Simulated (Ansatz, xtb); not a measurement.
# Two isomers of C4H8FNO2

Structure a is `CNC(=O)[C@@H](F)OC`, a singlet and structure b is `C/N=C(/O)[C@@H](F)OC`, a singlet. Both are isolated molecules in the gas phase, relaxed with B3LYP-D3(BJ)/def2-SVP, each in the lowest conformer that the search found.

Estimate E(b) − E(a) at the level CCSD(T)/def2-SVP + ΔMP2/def2-TZVPP.

Calculated at CCSD(T)/def2-SVP + ΔMP2/def2-TZVPP: E(b) − E(a) = +15.6 kcal/mol, so structure a lies lower.

The same difference at several levels:

```json
{"level": "B3LYP-D3(BJ)/def2-SVP", "geometry": "B3LYP-D3(BJ)/def2-SVP", "E(b) − E(a) (kcal/mol)": "+18.2", "departure from the last row (kcal/mol)": "+2.7", "job, with rough time for the two": "optimisation, 8.6 min"}
{"level": "HF/def2-SVP", "geometry": "B3LYP-D3(BJ)/def2-SVP", "E(b) − E(a) (kcal/mol)": "+20.0", "departure from the last row (kcal/mol)": "+4.5", "job, with rough time for the two": "part of the CCSD(T) run"}
{"level": "MP2/def2-SVP", "geometry": "B3LYP-D3(BJ)/def2-SVP", "E(b) − E(a) (kcal/mol)": "+17.9", "departure from the last row (kcal/mol)": "+2.3", "job, with rough time for the two": "part of the CCSD(T) run"}
{"level": "CCSD(T)/def2-SVP", "geometry": "B3LYP-D3(BJ)/def2-SVP", "E(b) − E(a) (kcal/mol)": "+17.0", "departure from the last row (kcal/mol)": "+1.4", "job, with rough time for the two": "single point"}
{"level": "CCSD(T)/def2-SVP + ΔMP2/def2-TZVPP", "geometry": "B3LYP-D3(BJ)/def2-SVP", "E(b) − E(a) (kcal/mol)": "+15.6", "departure from the last row (kcal/mol)": "", "job, with rough time for the two": "single point, 6.7 min"}
```

As drawn, b has 1 C=N, 1 C–O, 1 O–H in place of 1 C–N, 1 C=O, 1 N–H.

The levels shown agree on the order. The largest departure from CCSD(T)/def2-SVP + ΔMP2/def2-TZVPP is that of HF/def2-SVP, 4.5 kcal/mol. No reliable frequencies are at hand for a, so it isn't confirmed as a minimum. Levels run at GFN2-xTB geometries aren't shown. The last row adds to CCSD(T) the change of the MP2 difference between the two basis sets, here −1.4 kcal/mol.

The correlated steps freeze 8 core orbitals. Codes used: Ansatz 0.2.0, xtb 6.7.1; the last row on 2 threads of Intel(R) Xeon(R) Processor @ 2.50GHz (Skylake/Cascade Lake) on a shared host.
